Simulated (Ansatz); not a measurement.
Ansatz (a quantum-chemistry and plane-wave program) job for Al(F)(Me)(NHMe) (C₂H₇AlFN), SMILES [NH]([Al]([CH3])[F])C, PBE/def2-SVPD. The structure is a stationary point at B3LYP-D3(BJ)/def2-SVP. The structure was generated by enumeration; whether it is a known compound was not checked. The values are those of a single conformer.

Ansatz 0.2 input:
```yaml
crystal:
  periodic: [false, false, false]
  atoms:
    - {symbol: Al, position_ang: [-0.10510853, 0.52164712, -0.00000000]}
    - {symbol: F, position_ang: [-1.35150154, 1.63860677, 0.00000000]}
    - {symbol: C, position_ang: [1.74376201, 1.11973628, 0.00000000]}
    - {symbol: H, position_ang: [2.45964245, 0.28215671, 0.00000000]}
    - {symbol: H, position_ang: [1.95433992, 1.74322645, 0.88539998]}
    - {symbol: H, position_ang: [1.95433992, 1.74322645, -0.88539998]}
    - {symbol: N, position_ang: [-0.61205524, -1.17689852, -0.00000000]}
    - {symbol: C, position_ang: [0.20663400, -2.37579328, 0.00000000]}
    - {symbol: H, position_ang: [-1.60640398, -1.39274694, 0.00000000]}
    - {symbol: H, position_ang: [0.03711998, -3.01095316, -0.89053324]}
    - {symbol: H, position_ang: [0.03711998, -3.01095316, 0.89053324]}
    - {symbol: H, position_ang: [1.27577719, -2.10819817, 0.00000000]}
basis:
  gaussian:
    orbitals: def2-SVPD
hamiltonian:
  xc: {name: PBE}
```

Output:

```
WARN ansatz: RAYON_NUM_THREADS=1 ignored (pool sized by the plan → 1); use --threads N
Functional definition: PBE
integrals: 0.09 GiB planned
1375 factors; their error is unknown
mean field: 0.63 GiB planned
mean field evaluation 1: about -12959.0914 eV, gradient 9.2e1 eV
mean field evaluation 2: about -12907.8586 eV, gradient 1.6e2 eV
mean field evaluation 4: about -12977.1132 eV, gradient 1.5e1 eV
mean field evaluation 8: about -12977.6072 eV, gradient 2.4e-1 eV
mean field evaluation 16: about -12977.5271 eV, gradient 3.6e-4 eV
mean field -12977.52707388 eV, -476.9153234812 hartree, gradient 4.0e-5 eV, S^2 0.000000; 0 other end points of the search recorded, 0 dependent functions left out
reference -12977.52712722 eV, -476.9153254413 hartree; 24, 24 occupied and 139, 139 virtual orbitals, 1375 factors
Total energy: -12977.52712722 eV, -476.9153254413 hartree
```

The run converged.
